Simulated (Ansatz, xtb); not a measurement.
**Ranking isomers of C6H2N4**

4 gas-phase structures of C6H2N4, from a drawn sample of its isomers (lower ones may exist). Each was relaxed with GFN2-xTB:

A. `N#Cc1ccnc(C#N)n1`, a singlet
B. `N#Cc1cnc(C#N)nc1`, a singlet
C. `N#Cc1cc(C#N)ncn1`, a singlet
D. `N#Cc1cncnc1C#N`, a singlet

Which do you expect lowest at r2SCAN-D4/def2-SVP, and how would the others follow?

Calculated order at r2SCAN-D4/def2-SVP: B (0.000), D (0.051), C (0.079), A (0.095) eV. Less than 1 kcal/mol parts D and C; C and A, so the order within those pairs means little.

Energies above the lowest of each column, in eV; the last columns are at PBE0-D3(BJ)/def2-SVP geometries:

```tsv
structure	GFN2-xTB	HF/STO-3G	r2SCAN-D4/def2-SVP	PBE0-D3(BJ)/def2-SVP	CCSD(T)/def2-SVP + ΔMP2/def2-TZVPP
B	0.011	0.000	0.000	0.000	0.000
D	0.000	0.044	0.051	0.052	0.023
C	0.075	0.021	0.079	0.076	0.034
A	0.115	0.020	0.095	0.094	0.072
```

Every level run on B puts it lowest or level with the lowest. ΔMP2 is the change of the MP2 energy from the smaller to the larger basis.

Over these structures GFN2-xTB departs from r2SCAN-D4/def2-SVP by 0.023 eV on average once a common shift is removed. A GFN2-xTB relaxation took about 0.064 s and the r2SCAN-D4/def2-SVP energy about 3.6 s on a shared host (Ansatz 0.2.0, xtb 6.7.1).
